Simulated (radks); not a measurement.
All-electron atom: Fe+ in [Ar] 3d6 4s1.

Method: Dirac Kohn-Sham, PBE, spin-unpolarised, spherical densities, point nucleus; open shells fill j = l - 1/2 first; computed with a radial shooting solver on a logarithmic mesh with Libxc functionals.

Energy parts (eV):
total: -34617.341
kinetic: 35099.452
electron-nucleus: -82643.907
Hartree: 14434.569
exchange-correlation: -1507.455

Orbitals (lengths in bohr, moments of r in powers of bohr; <r^-3> diverges for s and p1/2):
| orbital | occ. | eigenvalue (eV) | <r^-3> | small-component weight |
|---|---|---|---|---|
| 1s1/2 | 2 | -7005.908 | - | 8.75e-03 |
| 2s1/2 | 2 | -827.7999 | - | 1.61e-03 |
| 2p1/2 | 2 | -714.9075 | - | 1.59e-03 |
| 2p3/2 | 4 | -702.4253 | 469.2 | 1.57e-03 |
| 3s1/2 | 2 | -102.4817 | - | 3.48e-04 |
| 3p1/2 | 2 | -69.5613 | - | 3.08e-04 |
| 3p3/2 | 4 | -68.0227 | 58.24 | 3.02e-04 |
| 3d3/2 | 4 | -16.0177 | 5.032 | 1.91e-04 |
| 3d5/2 | 2 | -15.8635 | 4.938 | 1.90e-04 |
| 4s1/2 | 1 | -12.3232 | - | 3.82e-05 |

The highest occupied level is 4s1/2 at -12.323 eV. For comparison, the ionisation energy in NIST's Atomic Spectra Database is 16.199 eV (measured). In exact Kohn-Sham theory the highest level is minus the ionisation energy, but local and semilocal functionals leave it too shallow, through self-interaction and a potential that decays too fast; potentials with the right tail come closer.

Beside tabulated values, note that spin-unpolarised runs miss the spin-polarisation part of the exchange energy of open shells.
